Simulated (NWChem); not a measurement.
System meant: ReF6, doublet; SMILES [F][Re]([F])([F])([F])([F])[F]

NWChem input:

```
start job
memory heap 200 mb stack 900 mb global 1100 mb
geometry units angstroms noautoz
  Re     0.000000     0.000000     0.000000
  F     -1.317683    -0.829371     0.973772
  F      1.317683     0.829371    -0.973772
  F     -1.317606     0.829004    -0.974141
  F     -0.000390     1.449399     1.122608
  F      0.000390    -1.449399    -1.122608
  F      1.317606    -0.829004     0.974141
end
basis spherical
  Re library def2-svp
  F library def2-svp
end
ecp
  Re library def2-ecp
end
dft
  odft
  mult 3
  xc xpbe96 cpbe96
  iterations 150
  mulliken
end
task dft energy
```

End of the output:

```
 ==============================================================================
                                 internuclear angles
 ------------------------------------------------------------------------------
        center 1       |       center 2       |       center 3       |  degrees
 ------------------------------------------------------------------------------
    2 F                |   1 Re               |   3 F                |   180.00
    2 F                |   1 Re               |   4 F                |    88.30
    2 F                |   1 Re               |   5 F                |    91.85
    2 F                |   1 Re               |   6 F                |    88.15
    2 F                |   1 Re               |   7 F                |    91.70
    3 F                |   1 Re               |   4 F                |    91.70
    3 F                |   1 Re               |   5 F                |    88.15
    3 F                |   1 Re               |   6 F                |    91.85
    3 F                |   1 Re               |   7 F                |    88.30
    4 F                |   1 Re               |   5 F                |    88.15
    4 F                |   1 Re               |   6 F                |    91.85
    4 F                |   1 Re               |   7 F                |   180.00
    5 F                |   1 Re               |   6 F                |   180.00
    5 F                |   1 Re               |   7 F                |    91.85
    6 F                |   1 Re               |   7 F                |    88.15
 ------------------------------------------------------------------------------
                            number of included internuclear angles:         15
 ==============================================================================

 Summary of "ao basis" -> "" (spherical)
 ------------------------------------------------------------------------------
       Tag                 Description            Shells   Functions and Types
 ---------------- ------------------------------  ------  ---------------------
 Re                         def2-svp                12       32   6s3p2d1f
 F                          def2-svp                 6       14   3s2p1d

 Summary of "ao basis" -> "ao basis" (spherical)
 ------------------------------------------------------------------------------
       Tag                 Description            Shells   Functions and Types
 ---------------- ------------------------------  ------  ---------------------
 Re                         def2-svp                12       32   6s3p2d1f
 F                          def2-svp                 6       14   3s2p1d

      Symmetry analysis of basis
      --------------------------

        ag         58
        au         58

  number of electrons :                   69
  multiplicity        :                    3
 ------------------------------------------------------------------------
  no. of electrons and multiplicity not compatible                  69
 ------------------------------------------------------------------------
 ------------------------------------------------------------------------
  current input line :
    26: task dft energy
 ------------------------------------------------------------------------
 ------------------------------------------------------------------------
 There is an error in the input file
 ------------------------------------------------------------------------
 For more information see the NWChem manual at https://nwchemgit.github.io

0: no. of electrons and multiplicity not compatible:Received an Error in Communication
```

### Question
Find the fault in this run and fix the input.

### Answer
The input was rejected before any calculation. Cause: the multiplicity doesn't fit the number of electrons (an even count wants an odd multiplicity, and the reverse). This input runs:
```
start job
memory heap 200 mb stack 900 mb global 1100 mb
geometry units angstroms noautoz
  Re     0.000000     0.000000     0.000000
  F     -1.317683    -0.829371     0.973772
  F      1.317683     0.829371    -0.973772
  F     -1.317606     0.829004    -0.974141
  F     -0.000390     1.449399     1.122608
  F      0.000390    -1.449399    -1.122608
  F      1.317606    -0.829004     0.974141
end
basis spherical
  * library def2-svp
end
ecp
  Re library def2-ecp
end
dft
  odft
  mult 2
  xc xpbe96 cpbe96
  iterations 150
  mulliken
end
task dft energy
```
It converges to -676.54935 Ha (PBE/def2-SVP with def2 effective core potentials on Re, spin-unrestricted).
